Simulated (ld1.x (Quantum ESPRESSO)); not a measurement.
## tungsten, TM semilocal: configuration errors across variants

tungsten, norm-conserving Troullier–Martins (semilocal form), made with ld1.x (Quantum ESPRESSO) 7.5 (PBE, non-relativistic). Core [Kr] 4d10 4f14, reference 5s2 5p6 5d4 6s0 6p0 (charge +2). Waves: 5s (bound): rc 1.35 bohr; 5p (bound): rc 1.90 bohr; 5d (bound): rc 1.85 bohr. Local part: the d channel. Core correction: a·sin(br)/r model core inside 0.90 bohr.

All-electron excitation energies from the reference (eV): (1) 5s2 5p6 5d4 6s2 6p0 -21.550; (2) 5s2 5p6 5d4 6s1 6p0 -13.892; (3) 5s2 5p6 5d3 6s0 6p0 26.150; (4) 5s2 5p6 5d5 6s1 6p0 -22.066; (5) 5s2 5p6 5d4 6s1.5 6p0 -18.462; (6) 5s2 5p6 5d3 6s2 6p0 -11.236; (7) 5s1 5p6 5d4 6s2 6p0 49.655.

In the semilocal form every listed channel keeps its own potential, so the choice of the local channel does not act on these tests. It acts once the file is put into the separable form.

A semilocal file is local in each channel, so a ghost entry of none says nothing of the separable form that plane-wave codes build from it.

3 further variants failed, have other tests or another functional or relativity, and are left out.

Errors AE − PS in meV (a dash: test not solved or not reliable):

```csv
change,(1),(2),(3),(4),(5),(6),(7),bound ghosts
base,+235,+151,-3.4,+96,+200,+357,+400,none
wave 5p (bound): rc 1.90 bohr becomes 5p (bound): rc 2.30 bohr,+235,+152,-0.8,+97,+200,+358,+413,none
"form changed from semilocal to separable (Kleinman–Bylander), still TM",-164,-105,-6.5,-67,-139,-259,-345,none
local potential the p channel,+235,+151,-3.4,+96,+200,+357,+400,none
wave 5s (bound): rc 1.35 bohr becomes 5s (bound): rc 1.10 bohr,+121,+78,-3.3,+50,+103,+182,+196,none
core correction a·sin(br)/r model core inside 0.78 bohr,+235,+151,-3.4,+96,+200,+357,+401,none
wave 5d (bound): rc 1.85 bohr becomes 5d (bound): rc 1.60 bohr,+235,+151,-3.6,+96,+200,+357,+398,none
```

Question: Give the same row for: wave 5d (bound): rc 1.85 bohr becomes 5d (bound): rc 1.32 bohr.

Answer: +235, +152, -3.4, +96, +200, +358, +399; bound ghosts: none.
